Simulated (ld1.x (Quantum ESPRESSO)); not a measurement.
# Co (Z = 27): PAW pseudisation with PBEsol, scalar-relativistic reference atom.

ld1.x (Quantum ESPRESSO) 7.5 input, shortened:

```
&input
   title='Co', zed=27., rel=1, dft='PBESOL', iswitch=3,
   config='[Ar] 3d7 4s0 4p0'
 /
 &inputp
   pseudotype=3, lpaw=.true., tm=.true., lloc=-1, rcloc=1.20,
   nlcc=.true., new_core_ps=.true., rcore=0.85,
   which_augfun='BESSEL', rmatch_augfun=0.70
 /
6
3S  1  0   2.00   0.00  1.05  1.15  0.0
4S  2  0   0.00   0.00  1.05  1.15  0.0
3P  2  1   6.00   0.00  1.30  1.70  0.0
4P  3  1   0.00   0.00  1.30  1.70  0.0
3D  3  2   7.00   0.00  0.95  1.15  0.0
3D  3  2   0.00   0.10  0.95  1.15  0.0
 &test
   configts(1)='3s2 3p6 3d7 4s0 4p0'
 /
```

All-electron outer shells of the reference configuration (PBEsol, scalar-relativistic, ld1.x):

```json
{"shell": "2p", "level (eV)": "-788.20", "outermost node (bohr)": "–", "outermost maximum (bohr)": "0.17"}
{"shell": "3s", "level (eV)": "-121.17", "outermost node (bohr)": "0.31", "outermost maximum (bohr)": "0.67"}
{"shell": "3p", "level (eV)": "-84.56", "outermost node (bohr)": "0.28", "outermost maximum (bohr)": "0.68"}
{"shell": "3d", "level (eV)": "-27.03", "outermost node (bohr)": "–", "outermost maximum (bohr)": "0.66"}
{"shell": "4s", "level (eV)": "-20.73", "outermost node (bohr)": "0.95", "outermost maximum (bohr)": "2.10"}
{"shell": "4p", "level (eV)": "-14.45", "outermost node (bohr)": "1.03", "outermost maximum (bohr)": "2.50"}
```

Results:

```json
{
 "Configuration tests": "test run stopped at test 7 of 7 (negative rho)",
 "Lowest eigenvalue of the overlap operator": "-0.21 (s channel); it is negative, so in a basis up to 400 Ry S is not positive definite and the file is unfit for use"
}
```

The ghost test of this file was not conclusive. Its overlap operator is not positive definite in a basis up to 400 Ry (lowest eigenvalue s -0.21), so the file is unfit for use: the generalised eigenproblem breaks down once the basis is large enough, and its test numbers describe a broken file.

Generation and tests took about 2 s on one core of a shared server CPU.
